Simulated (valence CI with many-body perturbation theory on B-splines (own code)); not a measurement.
**Ho XXXVII: fill in the table**

Level of theory: relativistic CI+MBPT: three valence electrons over a frozen Dirac-Fock core [Ar] 3d10, radial functions for each j: 11 s, 11 p, 9 d, 7 f, 5 g, 2 h, 1 i, with the one-electron correlation potential Σ1 (screened to all orders), the two-electron term Σ2, the three-electron term Σ3, Breit, model QED; selected single and double excitations, second order for the rest (own B-spline code, finite nucleus).

The last digits are not significant, and no measured levels were compared; by estimate large intervals hold to a few tenths of a per cent, small ones and those within an open d or f shell to about a per cent.

```tsv
Level	E (cm⁻¹)
(4s^2 4p1/2) J=1/2	0
(4s^2 4p3/2) J=3/2	464110
(4s 4p1/2^2) J=1/2	640070
(4s 4p1/2 4p3/2) J=3/2 [a]	1018600
(4s 4p1/2 4p3/2) J=5/2	1075000
(4s 4p1/2 4p3/2) J=3/2 [b]	1157300
(4s 4p1/2 4p3/2) J=1/2	?
(4s 4p3/2^2) J=5/2	?
(4s^2 4d3/2) J=3/2	?
(4s 4p3/2^2) J=1/2	1644800
(4s^2 4d5/2) J=5/2	?
(4s 4p3/2^2) J=3/2	?
(4p1/2^2 4p3/2) J=3/2	1806800
(4s 4p1/2 4d3/2) J=3/2 [a]	2062600
(4s 4p1/2 4d3/2) J=5/2	2102100
(4s 4p1/2 4d3/2) J=3/2 [b]	2188600
(4s 4p1/2 4d3/2) J=1/2	2197900
(4s 4p1/2 4d5/2) J=5/2 [a]	2199300
(4s 4p1/2 4d5/2) J=3/2 [a]	?
(4s 4p1/2 4d5/2) J=5/2 [b]	2243000
```

Levels are named by their leading jj configuration (3d3/2^4 stands for four electrons in 3d with j = 3/2), which in mixed levels can hold well under half, so a name can repeat and another be missing. Letters in brackets count levels of one name in rising energy.

(1) The levels stand in rising order. What does the calculation give for the missing energies?

## Answers

(1) (4s 4p1/2 4p3/2) J=1/2 1180200; (4s 4p3/2^2) J=5/2 1499800; (4s^2 4d3/2) J=3/2 1549800; (4s^2 4d5/2) J=5/2 1678400; (4s 4p3/2^2) J=3/2 1679500; (4s 4p1/2 4d5/2) J=3/2 [a] 2212000.
